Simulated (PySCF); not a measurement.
PySCF 2.14 output of an unrestricted B3LYP calculation on a single atom or ion in aug-cc-pwCVTZ-DK3 with one added diffuse shell each of s, d, f type (12s10p9d6f1g, 138 functions), with scalar relativity by spin-free X2C-1e:

```
SCF conv_tol = 1e-09
number electrons alpha = 43  beta = 40
    P. J. Stephens, F. J. Devlin, C. F. Chabalowski, and M. J. Frisch.,  J. Phys. Chem. 98, 11623 (1994)
cycle= 1 E= -21533.6549089768  delta_E= -0.0185  |g|= 0.178  |ddm|= 0.946
cycle= 2 E= -21533.655279647  delta_E= -0.000371  |g|= 0.133  |ddm|= 0.218
cycle= 3 E= -21533.6562696276  delta_E= -0.00099  |g|= 0.0158  |ddm|= 0.0773
cycle= 4 E= -21533.6563072872  delta_E= -3.77e-05  |g|= 0.000677  |ddm|= 0.0154
cycle= 5 E= -21533.6563074578  delta_E= -1.71e-07  |g|= 9.26e-05  |ddm|= 0.00206
cycle= 6 E= -21533.6563074608  delta_E= -3.07e-09  |g|= 7.23e-06  |ddm|= 0.000225
cycle= 7 E= -21533.6563074608  delta_E= 3.64e-12  |g|= 1.05e-07  |ddm|= 2.31e-05
converged SCF energy = -21533.6563074608  <S^2> = 3.7512214  2S+1 = 4.0006106
```

The run itself started from symmetry-adapted Hartree-Fock orbitals and held the occupation by maximum overlap, on a logarithmic radial grid, so the iterations belong to that start.

Which element, charge and spin multiplicity is this?

Bi (bismuth, neutral), multiplicity 4; the state was [Xe] 4f14 5d10 6s2 6p3, high-spin 4S determinant.

Spin-orbit coupling, which splits the p, d and f shells strongly at this Z, is absent. Spin-orbit coupling is strong in this species (close to jj coupling), so the high-spin LS determinant is a model state, not a physical level.
